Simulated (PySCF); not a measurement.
C4H8OS, SMILES O1[C@H](C)S[C@H]1C.

The structure is a stationary point at B3LYP-D3(BJ)/def2-SVP. The structure was generated by enumeration; whether it is a known compound was not checked.

The numbers are results of PySCF with PBE/def2-TZVP, not measurements.

Symmetry labels are those of the subgroup C2 that the program uses (full group C2).

Problem. List the valence orbital energies around the gap with their symmetry. (Estimate from the structure and the level; the computed values follow.)

Solution. 
| orbital | symmetry | energy (eV) |
|---|---|---|
| HOMO−7 | B | -9.99 |
| HOMO−6 | A | -9.97 |
| HOMO−5 | B | -9.27 |
| HOMO−4 | A | -9.14 |
| HOMO−3 | B | -7.95 |
| HOMO−2 | A | -7.07 |
| HOMO−1 | B | -6.36 |
| HOMO | B | -5.30 |
| LUMO | B | -1.41 |
| LUMO+1 | A | 0.06 |
| LUMO+2 | A | 0.62 |
| LUMO+3 | B | 1.19 |
